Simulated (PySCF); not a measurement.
# What a mistake does to a calculation on BCH7N anion

These are calculations, not measurements. The program is PySCF 2.14.0, an open-source quantum chemistry code, run on an isolated molecule that a program drew, which may never have been made. The molecule is BCH7N anion (charge -1, singlet), drawn as the SMILES string `[BH3-]CN`.

Each row is a Hartree-Fock (HF) and frozen-core CCSD(T) single point in the aug-cc-pVDZ basis, meant for a local HF minimum. Run 1 is clean. Each other run has one planted mistake out of seven kinds, and not every kind appears here: one electron removed, one electron added, multiplicity raised by two, geometry at a saddle point, minimal basis STO-3G, one bond length entered in bohr, all coordinates scaled. The reference is restricted for singlets and unrestricted otherwise, and also for a bond in bohr. Adding or removing an electron swaps singlet and doublet. Electrons count all cores. HOMO and LUMO are orbital energies over both spins, the gradient is its largest component, and the lowest frequency (negative if imaginary) is given only where the gradient is small. Bond lengths are over the 9 bonds as drawn. T1 is the CCSD diagnostic: over 0.02 (restricted) or 0.045 (unrestricted) a single reference is doubtful.

Geometry of the clean run:
```xyz
10
BCH7N anion, angstrom
B    -0.9026    2.0783   -0.9847
C    -2.0995    1.2735   -1.7736
N    -2.1948   -0.1869   -1.4790
H    -0.9030    3.2917   -1.2966
H    -1.0672    1.9765    0.2578
H     0.2135    1.5811   -1.2822
H    -1.9939    1.3599   -2.8644
H    -3.0886    1.6969   -1.5477
H    -2.2765   -0.2762   -0.4798
H    -1.2897   -0.5815   -1.6744
```

| run | electrons | basis functions | <S^2> | HOMO (eV) | LUMO (eV) | gradient (hartree/bohr) | lowest frequency (cm^-1) | mean bond (Å) | longest bond (Å) | T1 | HF (hartree) | CCSD(T) (hartree) | mistake |
|---|---|---|---|---|---|---|---|---|---|---|---|---|---|
| 1 | 26 | 132 | 0.000 | -4.46 | 3.94 | 1.9e-05 | 229 | 1.2352 | 1.644 | 0.0116 | -121.06076 | -121.59383 | no fault |
| 2 | 26 | 132 | 0.000 | -3.00 | 3.75 | 3.4e-02 | - | 1.3595 | 2.376 | 0.0210 | -120.98020 | -121.51244 | one bond length entered in bohr |
| 3 | 26 | 22 | 0.000 | -1.66 | 22.98 | 4.1e-02 | - | 1.2352 | 1.644 | 0.0049 | -119.45253 | -119.64314 | minimal basis STO-3G |
| 4 | 25 | 132 | 0.775 | -10.62 | -1.21 | 7.7e-02 | - | 1.2352 | 1.644 | 0.0311 | -120.95800 | -121.46753 | one electron removed |
| 5 | 26 | 132 | 2.018 | 0.31 | 3.04 | 7.4e-02 | - | 1.2352 | 1.644 | 0.0445 | -120.94148 | -121.45375 | ? |
| 6 | 26 | 132 | 0.000 | -4.74 | 3.95 | 6.6e-02 | - | 1.3537 | 1.802 | 0.0125 | -121.00379 | -121.55420 | ? |

**Which mistake was planted in run 5, and what did it cost?**

Electrons, basis and geometry are unchanged, and <S^2> is 2.018, beside S(S+1) = 2.00 for a multiplicity of 3. So the mistake is: multiplicity raised by two. Subtracting run 1 and multiplying by 627.51 kcal/mol a hartree, the energy moved by 74.8 kcal/mol in HF and 87.9 kcal/mol in CCSD(T).

**Which mistake was planted in run 6, and what did it cost?**

The mean and the longest bond both change by the same factor, 1.096, and the gradient is no longer small. So the mistake is: all coordinates scaled. Subtracting run 1 and multiplying by 627.51 kcal/mol a hartree, the energy moved by 35.7 kcal/mol in HF and 24.9 kcal/mol in CCSD(T).

Cautions from the logs. Run 5: the HOMO is above zero, so the electron isn't bound and the energy depends on the basis.
